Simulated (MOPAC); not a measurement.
MOPAC input (PM6):

```
PM6 1SCF CHARGE=1 GEO-OK AUX(PRECISION=9) THREADS=1
ClMg

Mg   -0.00000000 1   -0.00000000 1   -1.24137164 1
Cl    0.00000000 1    0.00000000 1    0.87626233 1
```

**Question.** What heat of formation does the run end on, and which ionisation energy by Koopmans theorem?

**Answer.** 162.39 kcal/mol; 15.86 eV.
